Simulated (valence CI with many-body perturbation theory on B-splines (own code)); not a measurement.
**E1 line list for Ba⁵¹⁺**

Method: valence CI with perturbative core correlation (CI+MBPT): three valence electrons over a frozen Dirac-Fock core [He], radial functions for each j: 11 s, 11 p, 10 d, 8 f, 5 g, 2 h, with the one-electron correlation potential Σ1, the two-electron term Σ2, the three-electron term Σ3, Breit, model QED; selected CI, second order for the rest, scaled by the run's own slope (own B-spline code, finite nucleus).

The last digits are not significant, and no measured levels were compared; by estimate large intervals hold to a few tenths of a per cent, small ones and those within an open d or f shell to about a per cent.

Lines 201 to 250 of 498 in falling wavelength, among levels below 65703 × 10³ cm⁻¹, chosen from the strongest by gf and those to the six lowest levels. Wavelengths and rates use the calculated energies. Electric multipoles are in the length gauge, E1 and E2 with the static RPA response of the core. Weak lines are less certain than strong ones. Lines between different terms over intervals too small for the method are left out, as are lines whose strength nearly cancels. The highest levels of a list are the least certain.

Levels are named by their leading jj configuration (3d3/2^4 stands for four electrons in 3d with j = 3/2), which in mixed levels can hold well under half, so a name can repeat and another be missing. Letters in brackets count levels of one name in rising energy.

```csv
λ vac (Å),Upper,Lower,A (s⁻¹),S (a.u.) with core polarisation,S without
6.834,(2s 2p1/2 4f5/2) J=5/2 [a],(2s 2p1/2 3d5/2) J=5/2 [a],5.85e+12,5.53e-03,5.53e-03
6.831,(2s 2p1/2 4f7/2) J=5/2,(2s 2p1/2 3d5/2) J=3/2,8.78e+13,8.29e-02,8.29e-02
6.831,(2s 2p1/2 4f7/2) J=5/2,(2s 2p1/2 3d5/2) J=5/2 [b],9.46e+12,8.92e-03,8.93e-03
6.831,(2s 2p1/2 4f7/2) J=7/2 [b],(2s 2p1/2 3d5/2) J=5/2 [b],8.65e+13,1.09e-01,1.09e-01
6.829,(2p1/2^2 4f7/2) J=7/2,(2p1/2^2 3d5/2) J=5/2,1.00e+14,1.26e-01,1.26e-01
6.820,(2s 2p1/2 4f5/2) J=7/2,(2s 2p1/2 3d5/2) J=7/2,6.98e+12,8.75e-03,8.75e-03
6.814,(2s^2 4f5/2) J=5/2,(2s^2 3d5/2) J=5/2,6.73e+12,6.31e-03,6.31e-03
6.807,(2s 2p1/2 4f7/2) J=7/2 [a],(2s 2p1/2 3d5/2) J=5/2 [a],8.91e+13,1.11e-01,1.11e-01
6.804,(2s 2p1/2 4f5/2) J=5/2 [a],(2s 2p1/2 3d3/2) J=3/2 [b],9.99e+12,9.32e-03,9.32e-03
6.794,(2s 2p1/2 4f7/2) J=9/2,(2s 2p1/2 3d5/2) J=7/2,1.02e+14,1.57e-01,1.57e-01
6.791,(2s 2p1/2 4f7/2) J=7/2 [b],(2s 2p1/2 3d5/2) J=7/2,7.67e+12,9.48e-03,9.48e-03
6.791,(2s 2p1/2 4f5/2) J=3/2,(2p1/2^2 3p1/2) J=1/2,2.44e+13,1.51e-02,1.51e-02
6.788,(2s^2 4f7/2) J=7/2,(2s^2 3d5/2) J=5/2,1.01e+14,1.25e-01,1.25e-01
6.746,(2s 2p1/2 4f5/2) J=7/2,(2s 2p1/2 3d5/2) J=5/2 [a],4.35e+12,5.27e-03,5.27e-03
6.743,(2s 2p1/2 4f5/2) J=5/2 [b],(2s 2p1/2 3d5/2) J=5/2 [a],2.50e+12,2.27e-03,2.27e-03
6.721,(2s 2p1/2 4f7/2) J=7/2 [a],(2s 2p1/2 3d3/2) J=5/2,6.96e+12,8.34e-03,8.34e-03
6.716,(2s 2p1/2 4f7/2) J=7/2 [b],(2s 2p1/2 3d5/2) J=5/2 [a],7.02e+12,8.40e-03,8.40e-03
6.714,(2s 2p1/2 4f5/2) J=3/2,(2s 2p1/2 3d3/2) J=3/2 [b],2.44e+13,1.46e-02,1.46e-02
6.714,(2s 2p1/2 4f5/2) J=5/2 [b],(2s 2p1/2 3d3/2) J=3/2 [b],6.84e+13,6.13e-02,6.13e-02
6.691,(2p1/2^2 4f5/2) J=5/2,(2p1/2^2 3d3/2) J=3/2,9.69e+13,8.60e-02,8.60e-02
6.689,(2s^2 4f5/2) J=5/2,(2s^2 3d3/2) J=3/2,9.52e+13,8.44e-02,8.44e-02
6.682,(2s 2p1/2 4f5/2) J=3/2,(2s 2p1/2 3d3/2) J=1/2,4.83e+13,2.85e-02,2.85e-02
6.671,(2s 2p1/2 4d5/2) J=3/2,(2p1/2^2 3s) J=1/2,1.45e+13,8.48e-03,8.48e-03
6.668,(2s 2p1/2 4f5/2) J=5/2 [a],(2s 2p1/2 3d3/2) J=3/2 [a],8.62e+13,7.57e-02,7.57e-02
6.662,(2s 2p1/2 4f5/2) J=7/2,(2s 2p1/2 3d3/2) J=5/2,8.91e+13,1.04e-01,1.04e-01
6.661,(2p1/2^2 4d3/2) J=3/2,(2p1/2^2 3p3/2) J=3/2,8.70e+12,5.08e-03,5.08e-03
6.659,(2s 2p1/2 4f5/2) J=5/2 [b],(2s 2p1/2 3d3/2) J=5/2,1.68e+13,1.47e-02,1.47e-02
6.638,(2s 2p1/2 4d3/2) J=3/2 [a],(2s 2p1/2 3p3/2) J=3/2 [a],8.29e+12,4.79e-03,4.79e-03
6.638,(2s 2p1/2 4d3/2) J=5/2,(2s 2p1/2 3p3/2) J=5/2,9.08e+12,7.86e-03,7.86e-03
6.636,(2s 2p1/2 4d3/2) J=3/2 [b],(2s 2p1/2 3p3/2) J=3/2 [b],6.13e+12,3.54e-03,3.54e-03
6.625,(2s^2 4d3/2) J=3/2,(2s^2 3p3/2) J=3/2,8.16e+12,4.69e-03,4.69e-03
6.596,(2p1/2^2 4d5/2) J=5/2,(2p1/2^2 3p3/2) J=3/2,5.03e+13,4.28e-02,4.28e-02
6.582,(2s 2p1/2 4f5/2) J=5/2 [b],(2s 2p1/2 3d3/2) J=3/2 [a],9.41e+12,7.94e-03,7.94e-03
6.580,(2s 2p1/2 4d5/2) J=5/2 [a],(2s 2p1/2 3p3/2) J=3/2 [a],4.64e+13,3.92e-02,3.92e-02
6.579,(2s 2p1/2 4d5/2) J=5/2 [b],(2s 2p1/2 3p3/2) J=3/2 [b],4.45e+13,3.75e-02,3.75e-02
6.579,(2s 2p1/2 4d5/2) J=7/2,(2s 2p1/2 3p3/2) J=5/2,5.08e+13,5.71e-02,5.71e-02
6.578,(2s 2p1/2 4d5/2) J=3/2,(2s 2p1/2 3p3/2) J=3/2 [b],1.03e+13,5.76e-03,5.76e-03
6.573,(2s^2 4d5/2) J=5/2,(2s^2 3p3/2) J=3/2,4.82e+13,4.05e-02,4.05e-02
6.569,(2s 2p1/2 4d5/2) J=5/2 [b],(2s 2p1/2 3p3/2) J=5/2,6.00e+12,5.04e-03,5.04e-03
6.557,(2s 2p1/2 4d3/2) J=5/2,(2s 2p1/2 3p3/2) J=3/2 [a],4.82e+12,4.02e-03,4.02e-03
6.536,(2s 2p3/2 4s) J=5/2,(2s 2p3/2 3p1/2) J=5/2,3.13e+12,2.59e-03,2.59e-03
6.527,(2s 2p3/2 4s) J=5/2,(2s 2p3/2 3p1/2) J=3/2 [a],2.99e+12,2.46e-03,2.46e-03
6.516,(2s 2p1/2 4d5/2) J=3/2,(2s 2p1/2 3p3/2) J=1/2,2.52e+13,1.38e-02,1.38e-02
6.514,(2s 2p3/2 4s) J=3/2,(2s 2p3/2 3p1/2) J=5/2,4.04e+12,2.20e-03,2.20e-03
6.397,(2s^2 4d5/2) J=5/2,(2s 2p1/2 3s) J=3/2,3.25e+12,2.52e-03,2.52e-03
6.339,(2p1/2^2 4p1/2) J=1/2,(2p1/2^2 3s) J=1/2,1.56e+13,3.93e-03,3.93e-03
6.313,(2s 2p1/2 4p1/2) J=3/2,(2s 2p1/2 3s) J=1/2 [b],9.01e+12,4.47e-03,4.47e-03
6.270,(2s 2p1/2 4d3/2) J=3/2 [b],(2s 2p1/2 3p1/2) J=1/2 [b],2.30e+13,1.12e-02,1.12e-02
6.267,(2s 2p1/2 4d3/2) J=1/2,(2s 2p1/2 3p1/2) J=1/2 [b],3.39e+13,8.23e-03,8.23e-03
6.255,(2s 2p1/2 4p1/2) J=1/2 [a],(2s 2p1/2 3s) J=1/2 [a],2.21e+13,5.34e-03,5.33e-03
```
